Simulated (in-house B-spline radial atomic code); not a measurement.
Inner levels of samarium as electrons are removed. A shift is the extra binding of the orbital against the neutral atom ([Xe] 4f6 6s2). The density at the nucleus is averaged over the nuclear charge. Computed with a B-spline radial code for spherical atoms: Dirac-Hartree-Fock, average of the configuration, finite nuclei.

```csv
ion,configuration,shift of 3d5/2 (eV),shift of 4f7/2 (eV),shift of 3p1/2 (eV),radius of 3d5/2 (bohr),radius of 4f7/2 (bohr),radius of 3p1/2 (bohr),Σ<r²> (bohr²),change of density at nucleus (bohr⁻³)
Sm,[Xe] 4f6 6s2,0,0,0,0.23212,0.95962,0.24365,90.101,-
Sm+,[Xe] 4f6 6s1,5.877,5.8906,5.8745,0.23212,0.95728,0.24365,59.892,-9.933
Sm2+,[Xe] 4f6,?,?,?,?,?,?,?,?
Sm3+,[Xe] 4f5,?,?,?,?,?,?,?,?
Sm4+,[Xe] 4f4,55.217,52.076,55.467,0.23213,0.83014,0.24367,32.993,47.733
Sm5+,[Xe] 4f3,80.524,74.768,80.943,0.23213,0.78976,0.24368,30.322,97.951
```

Question: Fill in the row of Sm2+.

Answer: shift of 3d5/2 (eV): 12.966; shift of 4f7/2 (eV): 12.997; shift of 3p1/2 (eV): 12.959; radius of 3d5/2 (bohr): 0.23212; radius of 4f7/2 (bohr): 0.95319; radius of 3p1/2 (bohr): 0.24365; Σ<r²> (bohr²): 40.369; change of density at nucleus (bohr⁻³): -30.071.

Question: Fill in the row of Sm3+.

Answer: shift of 3d5/2 (eV): 32.541; shift of 4f7/2 (eV): 31.375; shift of 3p1/2 (eV): 32.647; radius of 3d5/2 (bohr): 0.23213; radius of 4f7/2 (bohr): 0.88144; radius of 3p1/2 (bohr): 0.24366; Σ<r²> (bohr²): 36.228; change of density at nucleus (bohr⁻³): 4.54.
